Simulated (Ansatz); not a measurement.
Mulliken charges of BGeH6N (`N[BH][GeH3]`) from r2SCAN/def2-TZVPP in Ansatz (PBE0-D4/def2-TZVP geometry).

| atom | x (Å) | y (Å) | z (Å) | charge (e) |
| --- | --- | --- | --- | --- |
| N1 | -0.793 | 0.760 | -1.227 | -0.274 |
| B2 | 0.072 | 0.820 | -0.148 | 0.021 |
| Ge3 | 0.539 | -0.889 | 0.910 | 0.018 |
| H4 | -1.228 | -0.089 | -1.547 | 0.180 |
| H5 | -1.048 | 1.569 | -1.771 | 0.183 |
| H6 | 0.533 | 1.886 | 0.146 | -0.016 |
| H7 | 2.050 | -1.194 | 0.876 | -0.034 |
| H8 | -0.185 | -2.135 | 0.347 | -0.045 |
| H9 | 0.148 | -0.775 | 2.396 | -0.034 |

Problem. By hand: the dipole of these point charges (1 e Å = 4.8032 D).

Solution. Σ q r = (-0.259, 0.197, -0.382) e Å, of length 0.502 e Å = 2.41 D.

Problem. How does the dipole of the full density compare? (An estimate is asked.)

Solution. Computed: (-0.299, 0.172, -0.426) e Å, 2.63 D; the point charges give 0.92 times that, at 5° from its direction.

Point charges leave out the atoms' own dipoles, such as those of lone pairs, and Mulliken's split depends on the basis, so the close match here is no proof of good charges.
